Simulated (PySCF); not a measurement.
F$_{3}$Ti (SMILES [F][Ti]([F])[F]), doublet, geometry from GFN2-xTB (such geometries of metal compounds can be far from the true shape) (the multiplicity is a formal guess); TPSS/STO-3G (PySCF).

Input for PySCF:
```python
from pyscf import gto, scf, dft

mol = gto.Mole()
mol.atom = '''
    Ti   -0.00000000    0.00000000    0.00000000
    F    -1.42869175   -0.90303614    0.09992688
    F    -0.02387975    1.54953530   -0.68190165
    F     1.45257150   -0.64649916    0.58197477
'''
mol.basis = 'sto-3g'
mol.spin = 1
mol.verbose = 4
mol.symmetry = True
mol.symmetry_subgroup = 'C2'
mol.build()

mf = dft.UKS(mol)
mf.xc = 'tpss'
mf.kernel()
mf.analyze()
```

Write the output that PySCF gives for this input, abridged.


```
PySCF version 2.14.0

[INPUT] verbose = 4
[INPUT] num. atoms = 4
[INPUT] num. electrons = 49
[INPUT] charge = 0
[INPUT] spin (= nelec alpha-beta = 2S) = 1
[INPUT] symmetry True subgroup C2
[INPUT] Mole.unit = angstrom
[INPUT] Symbol           X                Y                Z      unit          X                Y                Z       unit  Magmom
[...]
nuclear repulsion = 229.502446072676
point group symmetry = D3h, use subgroup C2
symmetry origin: [-7.25043608e-17  3.62521804e-17 -3.62521804e-17]
symmetry axis x: [-0.50346982  0.74884766 -0.43098181]
symmetry axis y: [-0.18567148  0.39338881  0.90042843]
symmetry axis z: [ 0.84382714  0.53335956 -0.05901974]
num. orbitals of irrep A = 18
num. orbitals of irrep B = 15
number of shells = 17
number of NR pGTOs = 99
number of NR cGTOs = 33
basis = sto-3g
ecp = {}

******** <class 'pyscf.dft.uks_symm.SymAdaptedUKS'> ********
method = SymAdaptedUKS
initial guess = minao
damping factor = 0
level_shift factor = 0
DIIS = <class 'pyscf.scf.diis.CDIIS'>
diis_start_cycle = 1
diis_space = 8
diis_damp = 0
SCF conv_tol = 1e-09
SCF conv_tol_grad = None
SCF max_cycles = 50
direct_scf = True
direct_scf_tol = 1e-13
number electrons alpha = 25  beta = 24
XC library pyscf.dft.libxc version 7.1.2
    S. Lehtola, C. Steigemann, M. J. T. Oliveira, and M. A. L. Marques,  SoftwareX 7, 1–5 (2018)
XC functionals = tpss
    J. Tao, J. P. Perdew, V. N. Staroverov, and G. E. Scuseria,  Phys. Rev. Lett. 91, 146401 (2003)
    J. P. Perdew, J. Tao, V. N. Staroverov, and G. E. Scuseria,  J. Chem. Phys. 120, 6898 (2004)
    J. Tao, J. P. Perdew, V. N. Staroverov, and G. E. Scuseria,  Phys. Rev. Lett. 91, 146401 (2003)
    J. P. Perdew, J. Tao, V. N. Staroverov, and G. E. Scuseria,  J. Chem. Phys. 120, 6898 (2004)
radial grids:
    Treutler-Ahlrichs [JCP 102, 346 (1995); DOI:10.1063/1.469408] (M4) radial grids

becke partition: Becke, JCP 88, 2547 (1988); DOI:10.1063/1.454033
pruning grids: <function nwchem_prune>
grids dens level: 3
symmetrized grids: True
atomic radii adjust function: <function treutler_atomic_radii_adjust>
small_rho_cutoff = 0
Freeze 0 electrons in irreps []
    49 free electrons in irreps A B
Set gradient conv threshold to 3.16228e-05
tot grids = 63696
init E= -1135.41091150375

cycle= 1 E= -1136.11025214546  delta_E= -0.699  |g|= 0.438  |ddm|= 2.18
cycle= 2 E= -1134.79783478854  delta_E= 1.31  |g|= 1.78  |ddm|= 1.96
cycle= 3 E= -1136.24069669232  delta_E= -1.44  |g|= 0.131  |ddm|= 1.32
cycle= 4 E= -1136.25057739165  delta_E= -0.00988  |g|= 0.00203  |ddm|= 0.133
cycle= 5 E= -1136.25058176639  delta_E= -4.37e-06  |g|= 0.000269  |ddm|= 0.00393
cycle= 6 E= -1136.25058196486  delta_E= -1.98e-07  |g|= 4.33e-05  |ddm|= 0.00125
cycle= 7 E= -1136.25058196616  delta_E= -1.3e-09  |g|= 1.37e-05  |ddm|= 8.18e-05
cycle= 8 E= -1136.25058196625  delta_E= -9.25e-11  |g|= 6.36e-06  |ddm|= 1.98e-05
Extra cycle  E= -1136.25058196616  delta_E= 9.85e-11  |g|= 1.39e-05  |ddm|= 2.34e-05
converged SCF energy = -1136.25058196616  <S^2> = 0.75531964  2S+1 = 2.0053126
**** SCF Summaries ****
Total Energy =                       -1136.250581966155096
Nuclear Repulsion Energy =             229.502446072675639
One-electron Energy =                -2022.834462023565720
Two-electron Energy =                  657.081433984734986
Two-electron Coulomb Energy =          730.512157530068407
DFT Exchange-Correlation Energy =      -73.430723545333478
Wave-function symmetry = A
alpha occupancy for each irrep:      A    B
                                    14   11
beta  occupancy for each irrep:      A    B
                                    13   11
**** MO energy ****
alpha MO #1 (A #1), energy= -176.437524660401 occ= 1
alpha MO #2 (B #1), energy= -24.1478615248272 occ= 1
alpha MO #3 (A #2), energy= -24.1478554898704 occ= 1
alpha MO #4 (A #3), energy= -24.1476028030314 occ= 1
alpha MO #5 (A #4), energy= -19.385734246158 occ= 1
alpha MO #6 (B #2), energy= -16.4250882575872 occ= 1
alpha MO #7 (A #5), energy= -16.4234610736145 occ= 1
alpha MO #8 (B #3), energy= -16.4234609525965 occ= 1
alpha MO #9 (A #6), energy= -2.34316325799224 occ= 1
alpha MO #10 (A #7), energy= -1.51141763554923 occ= 1
alpha MO #11 (B #4), energy= -1.51141759013016 occ= 1
alpha MO #12 (B #5), energy= -1.49024486412856 occ= 1
alpha MO #13 (A #8), energy= -0.986199134211927 occ= 1
alpha MO #14 (B #6), energy= -0.965626099461572 occ= 1
alpha MO #15 (A #9), energy= -0.965623696724268 occ= 1
alpha MO #16 (A #10), energy= -0.257353660609026 occ= 1
alpha MO #17 (B #7), energy= -0.257349363936304 occ= 1
alpha MO #18 (A #11), energy= -0.240840772632037 occ= 1
alpha MO #19 (B #8), energy= -0.223470924105247 occ= 1
alpha MO #20 (A #12), energy= -0.223468481550895 occ= 1
alpha MO #21 (B #9), energy= -0.218620249369765 occ= 1
alpha MO #22 (A #13), energy= -0.201929170610921 occ= 1
alpha MO #23 (B #10), energy= -0.201926501115933 occ= 1
alpha MO #24 (B #11), energy= -0.179164730893188 occ= 1
alpha MO #25 (A #14), energy= -0.0299435951580881 occ= 1
alpha MO #26 (A #15), energy= 0.141708449537848 occ= 0
alpha MO #27 (B #12), energy= 0.141709374562075 occ= 0
alpha MO #28 (B #13), energy= 0.172556824991737 occ= 0
alpha MO #29 (A #16), energy= 0.202003889510474 occ= 0
alpha MO #30 (B #14), energy= 0.202006475885825 occ= 0
alpha MO #31 (A #17), energy= 0.316913751793999 occ= 0
alpha MO #32 (B #15), energy= 0.517556402282987 occ= 0
alpha MO #33 (A #18), energy= 0.517557110048691 occ= 0
beta  MO #1 (A #1), energy= -176.436443367734 occ= 1
beta  MO #2 (B #1), energy= -24.1484272204517 occ= 1
beta  MO #3 (A #2), energy= -24.1484211422445 occ= 1
beta  MO #4 (A #3), energy= -24.1481680249498 occ= 1
beta  MO #5 (A #4), energy= -19.384352187303 occ= 1
beta  MO #6 (B #2), energy= -16.4237203211284 occ= 1
beta  MO #7 (A #5), energy= -16.4223000715166 occ= 1
beta  MO #8 (B #3), energy= -16.4222999476002 occ= 1
beta  MO #9 (A #6), energy= -2.33108717698283 occ= 1
beta  MO #10 (A #7), energy= -1.50112039135783 occ= 1
beta  MO #11 (B #4), energy= -1.50112008848749 occ= 1
beta  MO #12 (B #5), energy= -1.46997787474013 occ= 1
beta  MO #13 (A #8), energy= -0.987494671049 occ= 1
beta  MO #14 (B #6), energy= -0.966738613381741 occ= 1
beta  MO #15 (A #9), energy= -0.966736081208961 occ= 1
beta  MO #16 (A #10), energy= -0.256320848759025 occ= 1
beta  MO #17 (B #7), energy= -0.256316687647468 occ= 1
beta  MO #18 (A #11), energy= -0.239629292646808 occ= 1
beta  MO #19 (B #8), energy= -0.223175028308137 occ= 1
beta  MO #20 (A #12), energy= -0.223172474463417 occ= 1
beta  MO #21 (B #9), energy= -0.215471516194504 occ= 1
beta  MO #22 (A #13), energy= -0.201557383501609 occ= 1
beta  MO #23 (B #10), energy= -0.201554590898692 occ= 1
beta  MO #24 (B #11), energy= -0.180688724002676 occ= 1
beta  MO #25 (A #14), energy= 0.0554098452455295 occ= 0
beta  MO #26 (A #15), energy= 0.165492006466737 occ= 0
beta  MO #27 (B #12), energy= 0.165492898174985 occ= 0
beta  MO #28 (A #16), energy= 0.213381083240167 occ= 0
beta  MO #29 (B #13), energy= 0.213382814138776 occ= 0
beta  MO #30 (B #14), energy= 0.23469002794138 occ= 0
beta  MO #31 (A #17), energy= 0.335719820125584 occ= 0
beta  MO #32 (B #15), energy= 0.532673773457133 occ= 0
beta  MO #33 (A #18), energy= 0.532674301875326 occ= 0
 ** Mulliken pop alpha/beta on meta-lowdin orthogonal AOs **
 ** Mulliken pop       alpha | beta **
[...]
In total            25.00000 | 24.00000
 ** Mulliken atomic charges   ( Nelec_alpha | Nelec_beta ) **
charge of  0Ti =      0.40788  (    11.34120     10.25093 )
charge of  1F =     -0.13595  (     4.55293      4.58302 )
charge of  2F =     -0.13596  (     4.55294      4.58303 )
charge of  3F =     -0.13596  (     4.55294      4.58303 )
Dipole moment(X, Y, Z, Debye): -0.00008, -0.00005,  0.00001
```
